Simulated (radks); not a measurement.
Results of a calculation; reference values are marked as such.
The lead anion Pb- inside a hard spherical wall (all orbitals vanish at R), configuration held at [Hg] 6p3 and not refilled when levels cross. Code: a radial shooting solver on a logarithmic mesh with Libxc functionals. Model: scalar-relativistic Kohn-Sham, r2SCAN, spin-unpolarised, spherical densities, finite nucleus; meta-GGA in the generalised Kohn-Sham scheme; Fermi nuclear charge, rms radius 5.5012 fm. Eigenvalues in eV, with the zero of energy where the potential of the charges vanishes at infinity; a dash marks a level that is unbound or too diffuse for the functional's potential to be trusted. A positive occupied level is held by the wall or, in an anion where self-interaction has pushed it up, behind a barrier. The pressure on the wall is -dE/dV.

| R (bohr) | E (hartree) | kinetic (hartree) | e(5p) | e(5d) | e(6s) | e(6p) | e(7s, empty) | e(6d, empty) | pressure (GPa) |
|---|---|---|---|---|---|---|---|---|---|
| 20 | -20878.5365 | 23582.934 | -82.639 | -16.391 | -7.113 | 1.130 | 2.034 | 2.682 | 0.000374 |
| 12 | -20878.5329 | 23582.947 | -82.217 | -15.970 | -6.722 | 1.456 | 3.392 | 5.048 | 0.0292 |
| 7 | -20878.4703 | 23583.185 | -79.904 | -13.680 | -4.805 | 3.431 | 9.502 | 10.645 | 2.28 |
| 4 | -20877.5469 | 23586.732 | -70.467 | -4.757 | 3.509 | 15.080 | 45.209 | 32.889 | 172 |
| 3 | -20874.6987 | 23597.573 | -56.962 | 7.773 | 19.918 | 37.753 | 106.34 | 68.790 | 1570 |
| 2 | -20853.6813 | 23671.558 | -10.018 | 58.199 | 110.96 | 152.08 | 356.37 | 215.29 | 32400 |
| 1.5 | -20792.3099 | 23864.517 | 72.688 | 158.21 | 324.62 | 395.44 | 819.58 | 487.62 | 249000 |
